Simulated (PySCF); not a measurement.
Si(H)2(F)(OEt) (C2H7FOSi), SMILES CCO[SiH2]F.

Geometry: B3LYP-D3(BJ)/def2-SVP. Other conformers were not sampled.

Method: PBE/def2-TZVP run with PySCF.

The molecule is in vacuum.

```
Property                                                                                                        Value
---------------------------------------------------------------------------------------------  ----------------------
total energy                                                                                       -544.75882 hartree
highest occupied level                                                                                       -7.04 eV
lowest empty level                                                                                           -0.18 eV
orbital gap                                                                                                   6.86 eV
dipole moment                                                                                                  1.66 D
quadrupole, principal values (traceless, Buckingham form, about the centre of nuclear charge)  -4.97, -0.11, 5.08 D·Å
mean static polarisability                                                                       55.3 bohr³ (8.19 Å³)
polarisability, principal values                                                               49.0, 51.3, 65.6 bohr³
```
